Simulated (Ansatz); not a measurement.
C4H4, SMILES `C1=CC=C1` (singlet; the order of the spin states depends on the level) (charge 0, multiplicity 1). This singlet lies 0.53 eV below the relaxed triplet at the level frozen-core CCSD(T)/cc-pVTZ // B3LYP-D3(BJ)/def2-TZVP (Ansatz, a first-principles code); other levels give the other order.

Cartesian coordinates (Å):
```xyz
8

C     -0.3385    -0.9741     0.0042
C     -1.0172     0.1694     0.0057
C      0.3385     0.9741    -0.0035
C      1.0172    -0.1694    -0.0064
H     -0.6035    -2.0205     0.0079
H     -2.0627     0.4380     0.0115
H      0.6035     2.0205    -0.0067
H      2.0627    -0.4380    -0.0127
```
Charge 0, spin multiplicity 1.

Frozen-core energies in 6-31g from Ansatz at a geometry from B3LYP-D3(BJ)/def2-TZVP; the HF reference has <S^2> = 0.00 (restricted, and unstable towards unrestricted orbitals) and the T1 diagnostic is 0.011.

```csv
level,energy (Ha)
HF,-153.57488
MP2,-153.92712
CCSD,-153.96863
CCSD(T),-153.98259
```

**Question.** Estimate the energies of CCSDT and CCSDT(Q), and give each level's difference from CCSDT(Q).

**Answer.** 
```
level     energy (Ha)  difference from CCSDT(Q) (mHa)
--------  -----------  ------------------------------
MP2        -153.92712                           57.41
CCSD       -153.96863                           15.90
CCSD(T)    -153.98259                            1.94
CCSDT      -153.98320                            1.33
CCSDT(Q)   -153.98453                            0.00
```
